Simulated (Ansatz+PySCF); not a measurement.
doublet NiH2O(+): levels of theory in one basis

```xyz
4

Ni    0.0000    0.0000    0.0000
O     0.0000    0.0000    2.0280
H     0.7750    0.0000    2.6030
H    -0.7750    0.0000    2.6030
```

Basis set: def2-SVP (spherical functions). Frozen core: 6 orbitals. Correlation on ROHF uses semicanonical orbitals with singles. Charge 1, multiplicity 2.

Computed with Ansatz (development build ahead of 0.2.0); each method stands on the lowest determinant of its kind that the runs found.

| method | E − E(ROHF) (eV) | <S²> of the determinant |
| --- | --- | --- |
| ROHF | 0.00 | 0.75 |
| UHF | -0.79 | 1.72 |
| UHF-MP2 | -13.64 | 1.72 |

Question: What does ROHF-MP2 give on the same scale?

Answer: -14.92 eV.

The restricted and unrestricted rows may stand on different electronic states: another unrestricted solution lies nearer the restricted one.

Caution: another spin multiplicity may lie lower. Caution for ROHF, ROHF-MP2: an unrestricted determinant lies well below. Caution for UHF, UHF-MP2: the unrestricted determinant is a mixture of spin states.
